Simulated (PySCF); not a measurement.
# Trend along the second period: MLi molecules

r²SCAN with double-zeta basis sets in PySCF, for the lowest determinant that a PBE0 search found; no spin–orbit coupling. De refers to high-spin ground-configuration atoms. A positive dipole means M(−)Li(+).

```
 M          basis  state (unpaired electrons)  Re (Å)  ωe (cm⁻¹)  De (eV)  μ (D)
Li      def2-SVPD      singlet (closed shell)   2.819        322     0.81    n/a
Be        cc-pVDZ               doublet (σ ↑)   2.606        342     0.61   2.88
 B      def2-SVPD          triplet (σ ↑, π ↑)   2.150        550     1.62   5.82
 C  jorge-DZP-DKH         quartet (σ ↑, π ↑↑)   1.934        656     2.71   6.25
 N  jorge-DZP-DKH              triplet (π ↑↑)   1.948        566     1.40   6.34
 O       def2-SVP               doublet (π ↑)   1.678        845     3.51   5.93
 F        cc-pVDZ      singlet (closed shell)   1.588        965     5.72   6.17
```

The shortest bond is that of LiF (1.588 Å), the longest that of Li2 (2.819 Å). LiF is bound most strongly (5.72 eV) and LiBe least (0.61 eV).

The rows differ in basis set, which adds steps of its own.

The state changes along the series, so neighbouring rows are not always alike in their bonding.

Closed-shell solutions of metal pairs were not tested for spin polarisation, which can lower them a little. States were picked by a PBE0 search and need not be the measured ground states.
